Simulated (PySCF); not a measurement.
C4H9NaO (SMILES CC(C)(C)[O][Na]), singlet, at a GFN2-xTB geometry (such geometries of metal compounds can be far from the true shape). Base run: WB97X/STO-3G (PySCF).

Input for PySCF:
```python
from pyscf import gto, scf, dft

mol = gto.Mole()
mol.atom = '''
    Na    1.414170    1.644525    0.991220
    O     0.006385    0.484381    0.826454
    C    -0.342108   -0.363581   -0.180341
    C     0.752610   -1.423459   -0.426438
    C    -1.651286   -1.099211    0.190440
    C    -0.576677    0.398836   -1.501876
    H     0.464123   -2.116155   -1.212720
    H     0.924299   -1.978177    0.492495
    H     1.683673   -0.923666   -0.712627
    H    -1.498791   -1.651429    1.112999
    H    -1.953790   -1.783880   -0.597437
    H    -2.435417   -0.366281    0.355935
    H     0.346679    0.909268   -1.794818
    H    -1.353274    1.144325   -1.350063
    H    -0.879683   -0.274339   -2.299518
'''
mol.basis = 'sto-3g'
mol.charge = 0
mol.spin = 0
mol.verbose = 4
mol.build()

mf = dft.RKS(mol)
mf.xc = 'wb97x'
mf.kernel()
```

Each row names what was changed in the base input (with any setting that the change needs).

| change | ΔE vs base (mEh) | grid points | electrons on the grid |
|---|---|---|---|
| base | 0.000 | 176928 | 52.00010 |
| grids.level = 1 | -0.173 | 54264 | 51.99984 |
| grids.level = 2 | 0.041 | 115704 | 52.00006 |
| grids.atom_grid = (150, 974) | 0.024 | 1208856 | 52.00000 |
| grids.radi_method = mura_knowles | -0.006 | 168336 | 52.00011 |
| grids.level = 4 | 0.022 | 311448 | 52.00001 |
| grids.radi_method = delley | -0.001 | 187840 | 52.00011 |
| grids.atom_grid = (50, 194) | -0.252 | 98656 | 51.99993 |
| grids.level = 7 | 0.023 | 965224 | 52.00000 |
| grids.atom_grid = (99, 590) | 0.021 | 483792 | 52.00001 |
| grids.level = 0 | -34.515 | 12640 | 51.99145 |
